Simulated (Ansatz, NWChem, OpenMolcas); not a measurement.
# A ladder of methods for KLi (Lithium Potassium)

The species is KLi (2 atoms), meant as a singlet with charge 0. As SMILES, `[Li][K]`. The bond length is the measured one.

```jsonl
{"atom": "Li", "x (Å)": "0.0000", "y (Å)": "0.0000", "z (Å)": "0.0000"}
{"atom": "K", "x (Å)": "0.0000", "y (Å)": "0.0000", "z (Å)": "3.2700"}
```

Each level gives the electronic atomisation energy (eV). The values are calculated. Electronic energies at fixed atoms, without zero-point motion or spin-orbit coupling.

```csv
level,kind,program,value (eV),less CCSDT/def2-TZVP,CPU time (all runs)
HF/def2-TZVP,Hartree–Fock,NWChem,-0.04,-0.70,6.9 s
SVWN5/def2-TZVP,LDA,OpenMolcas,0.80,+0.14,7.4 s
PBE/def2-TZVP,GGA,NWChem,0.68,+0.02,12 s
M06-L/def2-TZVP,meta-GGA,OpenMolcas,0.91,+0.25,11 s
M06-2X/def2-TZVP,hybrid meta-GGA,NWChem,0.80,+0.14,13 s
HSE06/def2-TZVP,range-separated hybrid,Ansatz,0.64,-0.02,9 s
RPA@PBE0/def2-TZVP,RPA,Ansatz,0.38,-0.28,9.8 s
BCCD(T)/def2-TZVP,coupled cluster or CI,Ansatz,0.66,0.00,4.8 s
CCSDT/def2-TZVP,coupled cluster or CI,Ansatz,0.66,0.00,16 s
FCI/STO-3G,exact in the basis,Ansatz,1.63,+0.97,5.1 s
```

Differences are taken from CCSDT/def2-TZVP for orientation; it has basis-set and higher-order errors of its own. The values span -0.04 to 1.63 eV. Minimal STO sets describe s-block atoms so badly that they can place the ion below the atom. High-level rows in very small sets aren't better than simpler rows in larger ones. CPU times are rough (shared hosts, several kinds of processor): they show what a rung costs within a factor of a few.
